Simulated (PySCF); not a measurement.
C4H5FSi, SMILES [SiH3]/C=C(/C#C)F.

Coordinates come from a B3LYP-D3(BJ)/def2-SVP optimisation. The structure was generated by enumeration; whether it is a known compound was not checked.

These are SMD-PBE0/def2-SVP run with PySCF values and carry that method's errors.

Solvation free energies are E(SMD) − E(gas) at the gas-phase geometry, for 1 M in both phases. In vacuum the dipole moment is 1.77 D.

```
solvent          ΔG(solv) (kcal/mol)  its non-electrostatic (CDS) part  dipole (D)
---------------  -------------------  --------------------------------  ----------
water                            2.2                               6.0        2.32
tetrahydrofuran                 -1.7                               1.4        2.21
ethylethanoate                  -1.9                               1.0        2.18
```
